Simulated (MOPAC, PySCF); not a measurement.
C$_{2}$H$_{10}$Si$_{2}$, SMILES `C[SiH2][SiH2]C` (C–Si–Si–C torsion 180°), neutral singlet in the gas phase. 

Cartesian coordinates (Å):
SMILES: C[SiH2][SiH2]C
```xyz
14

C     -2.5588    -0.0846    -0.1521
Si    -0.8802     0.1290     0.6620
Si     0.8802    -0.1290    -0.8597
C      2.5588     0.0846    -0.0456
H     -3.3623     0.0402     0.5769
H     -2.6994     0.6529    -0.9452
H     -2.6494    -1.0792    -0.5938
H     -0.7870     1.4816     1.2862
H     -0.7193    -0.8664     1.7626
H      0.7870    -1.4816    -1.4840
H      0.7193     0.8664    -1.9603
H      2.6494     1.0792     0.3960
H      2.6994    -0.6529     0.7475
H      3.3623    -0.0402    -0.7747
```
Charge 0, multiplicity 1.

All levels are single points at this geometry (PBE0-D3(BJ)/def2-TZVP); Pople sets use spherical d functions. Orbital energies aren't observables, and empty levels follow the basis.

PBE0-D3(BJ)/def2-TZVP in PySCF gives HOMO (eV) = -7.70.

Question: Estimate the HOMO (eV) from each of these levels: M06-2X/6-31G* in PySCF; PBE/6-31G* in PySCF; SVWN5/6-31G* in PySCF; HF/3-21G in PySCF; AM1 in MOPAC.

Answer: 
| level | HOMO (eV) |
|---|---|
| M06-2X/6-31G* in PySCF | -8.63 |
| PBE/6-31G* in PySCF | -6.44 |
| SVWN5/6-31G* in PySCF | -6.47 |
| HF/3-21G in PySCF | -10.31 |
| AM1 in MOPAC | -10.19 |
